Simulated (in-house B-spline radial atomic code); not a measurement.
Checks on a self-consistent run for Pb3+, [He] 2s1 2p6 3s2 3p6 3d10 4s2 4p6 4d10 4f14 5s2 5p6 5d10 6s2. Computed with a radial B-spline atomic code at the basis-set limit: Dirac-Hartree-Fock, average of configuration, Fermi nucleus of rms radius 5.5012 fm.

```json
{"orbital": "1s1/2", "q": "2", "ε (Eh)": "-3270.00970", "<1/r>": "101.247", "<r²>": "0.000357427", "small-component weight": "0.097827"}
{"orbital": "2s1/2", "q": "1", "ε (Eh)": "-597.89492", "<1/r>": "25.1011", "<r²>": "0.00536037", "small-component weight": "0.02266"}
{"orbital": "2p1/2", "q": "2", "ε (Eh)": "-573.24574", "<1/r>": "25.0674", "<r²>": "0.00374907", "small-component weight": "0.022788"}
{"orbital": "2p3/2", "q": "4", "ε (Eh)": "-491.81233", "<1/r>": "20.0377", "<r²>": "0.00491476", "small-component weight": "0.02008"}
{"orbital": "3s1/2", "q": "2", "ε (Eh)": "-147.89143", "<1/r>": "9.32665", "<r²>": "0.0341712", "small-component weight": "0.0078144"}
{"orbital": "3p1/2", "q": "2", "ε (Eh)": "-137.45856", "<1/r>": "9.19034", "<r²>": "0.0309993", "small-component weight": "0.0076845"}
{"orbital": "3p3/2", "q": "4", "ε (Eh)": "-118.84129", "<1/r>": "7.87188", "<r²>": "0.0371549", "small-component weight": "0.0069023"}
{"orbital": "3d3/2", "q": "4", "ε (Eh)": "-101.57488", "<1/r>": "7.77281", "<r²>": "0.028192", "small-component weight": "0.006789"}
{"orbital": "3d5/2", "q": "6", "ε (Eh)": "-97.56521", "<1/r>": "7.47542", "<r²>": "0.0298694", "small-component weight": "0.0065752"}
{"orbital": "4s1/2", "q": "2", "ε (Eh)": "-36.18299", "<1/r>": "3.94352", "<r²>": "0.16308", "small-component weight": "0.0026697"}
{"orbital": "4p1/2", "q": "2", "ε (Eh)": "-31.48754", "<1/r>": "3.83046", "<r²>": "0.164844", "small-component weight": "0.0025662"}
{"orbital": "4p3/2", "q": "4", "ε (Eh)": "-26.83512", "<1/r>": "3.39292", "<r²>": "0.19368", "small-component weight": "0.0022877"}
{"orbital": "4d3/2", "q": "4", "ε (Eh)": "-19.06456", "<1/r>": "3.20427", "<r²>": "0.199184", "small-component weight": "0.0020917"}
{"orbital": "4d5/2", "q": "6", "ε (Eh)": "-18.16571", "<1/r>": "3.10058", "<r²>": "0.209293", "small-component weight": "0.0020127"}
{"orbital": "4f5/2", "q": "6", "ε (Eh)": "-7.82508", "<1/r>": "2.77617", "<r²>": "0.225285", "small-component weight": "0.0016598"}
{"orbital": "4f7/2", "q": "8", "ε (Eh)": "-7.61476", "<1/r>": "2.73598", "<r²>": "0.231358", "small-component weight": "0.0016265"}
{"orbital": "5s1/2", "q": "2", "ε (Eh)": "-7.60104", "<1/r>": "1.6207", "<r²>": "0.804636", "small-component weight": "0.00069685"}
{"orbital": "5p1/2", "q": "2", "ε (Eh)": "-5.87397", "<1/r>": "1.50393", "<r²>": "0.915825", "small-component weight": "0.00061451"}
{"orbital": "5p3/2", "q": "4", "ε (Eh)": "-4.97722", "<1/r>": "1.34833", "<r²>": "1.08911", "small-component weight": "0.00052792"}
{"orbital": "5d3/2", "q": "4", "ε (Eh)": "-2.42011", "<1/r>": "1.10076", "<r²>": "1.61205", "small-component weight": "0.00036645"}
{"orbital": "5d5/2", "q": "6", "ε (Eh)": "-2.30316", "<1/r>": "1.05988", "<r²>": "1.72251", "small-component weight": "0.00034297"}
{"orbital": "6s1/2", "q": "2", "ε (Eh)": "-1.56151", "<1/r>": "0.619736", "<r²>": "4.82336", "small-component weight": "0.00012886"}
```

Electron-electron repulsion V_ee = 7427.8925 hartree.

(1) What total energy follows from the eigenvalues?

(2) Does the Dirac virial theorem hold?

(3) What diamagnetic shielding (Lamb formula) and susceptibility (Langevin formula) do the radii give?

Results:

(1) The eigenvalues count the repulsion twice, so E = Σqε - V_ee = -12898.695 - 7427.893 = -20326.587 hartree; the run printed -20326.587.

(2) For a point nucleus E = -2c²Σq·w, with w the small-component weight. Here Σq·w = 0.54098 and c = 137.0360, so the ratio E/(-2c²Σq·w) is 1.000432; the finite nucleus accounts for the departure from 1.

(3) σ = (α²/3)Σq<1/r> = 625.074/(3·137.036²) = 11095 ppm, and χ = -0.79199×10⁻⁶·Σq<r²> = -32.88×10⁻⁶ cm³/mol with Σq<r²> = 41.517 bohr². Both are non-relativistic formulas without the paramagnetism of open shells; for so heavy an element the full relativistic shielding is larger by tens of per cent.
